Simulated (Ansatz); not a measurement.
Reaction (ligand exchange at the Si–S bond): `CSCS[SiH3]` + `[BH2][AlH][OH]` → `[BH2][AlH][O][SiH3]` + `CSCS`

Isolated molecules relaxed with PBE0-D4/def2-TZVP in Ansatz; ΔE leaves out vibrations. CBS: MP2 limit from def2 TZ/QZ plus the TZ coupled-cluster correction, frozen cores. Functionals use def2-TZVPP. B3LYP here is the variant with VWN-RPA as its local correlation; programs differ in this. One conformer a species, not always the lowest.

CCSD(T)/CBS gives -0.50 eV.

Another level gave -0.63 eV. Which?
A. LDA (SPW92)/def2-TZVPP
B. revPBE-D4/def2-TZVPP
C. r2SCAN0/def2-TZVPP
D. B3LYP/def2-TZVPP

D. B3LYP -0.63, revPBE-D4 -0.29, LDA (SPW92) -0.34, r2SCAN0 -0.52 eV.

What do rigid-rotor, harmonic-oscillator terms from PBE0-D4/def2-TZVP frequencies (298.15 K, 1 bar) make of the CCSD(T)/CBS value? (Best estimate.)

Ansatz gave: ΔZPE = -0.05 eV, ΔH = -0.53 eV, ΔS = 38 J/(mol·K), ΔG = -0.65 eV. Modes under 50 cm⁻¹ make the entropy rough.

Largest T1 diagnostic among the species: 0.012.

The D4 term adds +0.11 eV with B3LYP and +0.06 eV with PBE0; it sums over pairs of atoms, weighted by their polarisabilities, and B3LYP, whose exchange is more repulsive, gets the larger term. In def2-TZVPP, CCSD(T) changes the Hartree–Fock value by +0.32 eV (the triples alone add +0.06 eV) and MP2 by +0.37 eV.
